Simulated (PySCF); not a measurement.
C₂H₄O₃Si. Atoms are numbered in the order given.

```xyz
10

C      0.0000     0.0000     2.6967
C      0.0000     0.0000     1.4795
Si     0.0000     0.0000    -0.3580
O      0.6691    -1.3935    -0.9157
O      0.8722     1.2762    -0.9157
O     -1.5414     0.1172    -0.9157
H      0.0000     0.0000     3.7726
H      0.2744    -2.2163    -0.6139
H      1.7822     1.3458    -0.6139
H     -2.0566     0.8706    -0.6139
```
Charge 0, spin multiplicity 1.

The structure is a stationary point at PBE0-D3(BJ)/def2-SVP. This is a generated structure with no PubChem entry under its InChIKey; it may be hypothetical. Other conformers were not sampled.

Method: PBE0-D3(BJ)/def2-SVP (PySCF).

Frequencies are harmonic and unscaled.

Modes within 1.5 cm⁻¹ of each other (mostly degenerate sets) share a row, with their intensities summed.

Computed harmonic wavenumbers and intensities:
```csv
mode,ν (cm⁻¹),IR (km/mol),moving atoms (share of kinetic energy)
1–2,79,70.1,"H 71 %, O 18 %, C 10 %"
3–4,163,53.0,"H 33 %, C 31 %, O 31 %"
5,251,190.3,H 91 %
6–7,311,1.2,"O 68 %, H 18 %, C 9 %"
8,357,98.0,"O 56 %, C 25 %, Si 10 %, H 9 %"
9–10,401,141.2,"C 53 %, O 24 %, Si 12 %, H 11 %"
11,618,59.5,"C 42 %, Si 28 %, O 25 %"
12–13,747,51.8,"H 75 %, C 25 %"
14–15,794,417.1,"H 72 %, O 27 %"
16,804,103.3,"H 90 %, O 10 %"
17,848,287.4,"O 64 %, Si 32 %"
18–19,998,366.8,"Si 48 %, O 40 %, H 11 %"
20,2169,42.2,"C 90 %, H 10 %"
21,3473,48.0,"H 86 %, C 14 %"
22–23,3942,336.1,H 94 %
24,3943,0.2,H 94 %
```
